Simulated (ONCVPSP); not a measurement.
**What one change does to a pseudopotential (Tl (Z = 81), ONCV)**

Tl (Z = 81), optimised norm-conserving Vanderbilt (ONCV), made with ONCVPSP 4.0.1 (LDA (Perdew-Zunger), scalar-relativistic). Core [Kr] 4d10 4f14, reference 5s2 5p6 5d10 6s2 6p1. Waves: 5s+6s: rc 1.65 bohr, ncon 4, nbas 8, qcut 6.5 1/bohr, 3 projectors, debl 3.3 Ha; 5p+6p: rc 1.30 bohr, ncon 4, nbas 7, qcut 12.4 1/bohr, 2 projectors; 5d: rc 1.20 bohr, ncon 4, nbas 7, qcut 9.2 1/bohr, 2 projectors, debl 0.6 Ha. Local part: polynomial inside 0.75 bohr (lpopt 5, dvloc0 3 Ha). Core correction: none.

Change: local potential polynomial inside 0.75 bohr (lpopt 5, dvloc0 7.5 Ha).

Cutoffs: the cutoffs (Ha) at which the residual kinetic energy of the hardest occupied pseudo-wave falls to 1 and 0.1 mHa per electron; they do not see the model core or the augmentation charge, which bear on the density cutoff. Errors are all-electron minus pseudo energies relative to the spin-unpolarised reference configuration.

What does the change do?

The potential gets neither clearly harder nor softer (48 Ha and 56 Ha → 48 Ha and 56 Ha); the bound ghost in s disappears; the lowest positive-energy flag moves from p at 235.9 eV to s at 50.6 eV; the errors of the 3 common tests hardly move. In the separable form a ghost depends on how the local part lies against the semilocal potential of the channel, so the choice of the local part can create or remove one.

```tsv
quantity	base	changed
cutoff, loose	48 Ha	48 Ha
cutoff, tight	56 Ha	56 Ha
bound ghosts	s	none
GHOST(+) flags under 300 eV	p at 235.9 eV	s at 50.6 eV, p at 290.4 eV
tests with a reliable result	3 of 4	3 of 4
error for 5s2 5p6 5d10 6s2 6p0, meV [ΔE 5.41 eV]	-2.2	-2.2
error for 5s2 5p6 5d10 6s1 6p0, meV [ΔE 26.61 eV]	-11	-12
error for 5s1 5p6 5d10 6s2 6p1, meV [ΔE 138.87 eV]	-792	-792
s: phases at 1.67 bohr within 0.05 rad from the reference energy up to (Ha; the scan ends near 5)	to the end of the scan	to the end of the scan
p: phases at 1.32 bohr within 0.05 rad from the reference energy up to (Ha; the scan ends near 5)	to the end of the scan	to the end of the scan
d: phases at 1.22 bohr within 0.05 rad from the reference energy up to (Ha; the scan ends near 5)	to the end of the scan	to the end of the scan
```

 A true bound ghost makes a file unfit for plane-wave use even where its test errors are small: the radial tests pick states by their node count and pass the ghost by.
